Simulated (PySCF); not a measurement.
C₄H₁₂Si₂, SMILES C1C[SiH2]C[SiH2]C1.

Geometry: ωB97X-D3(BJ)/def2-SVP. One conformer was computed; it need not be the lowest.

Calculation: PBE/def2-TZVP run with PySCF.

The molecule is in vacuum.

Question: Estimate the frontier levels, gap, dipole moment. (Estimate from the structure and the level; the computed values follow.)

Answer: 
```json
{
  "highest_occupied_level": "-6.57 eV",
  "lowest_empty_level": "-0.13 eV",
  "orbital_gap": "6.45 eV",
  "dipole_moment": "1.02 D",
  "quadrupole, principal values (traceless, Buckingham form, about the centre of nuclear charge)": "-3.96, 0.54, 3.42 D·Å"
}
```
